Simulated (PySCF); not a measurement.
SZn, SMILES [Zn]=[S].

Coordinates come from a PBE0-D3(BJ)/def2-TZVP optimisation.

Level of theory: PBE/def2-TZVPD in PySCF.

Computed frontier levels, gap, dipole moment and polarisability:
The highest occupied level is -5.52 eV and the lowest empty level is -4.98 eV. The orbital gap is 0.54 eV. The dipole moment is 4.99 D and the quadrupole, principal values (traceless, Buckingham form, about the centre of nuclear charge) comes out as -2.26, -2.26, 4.52 D·Å. The mean static polarisability comes out as 59.6 bohr³ (8.83 Å³). The polarisability, principal values comes out as 49.7, 49.7, 79.5 bohr³.
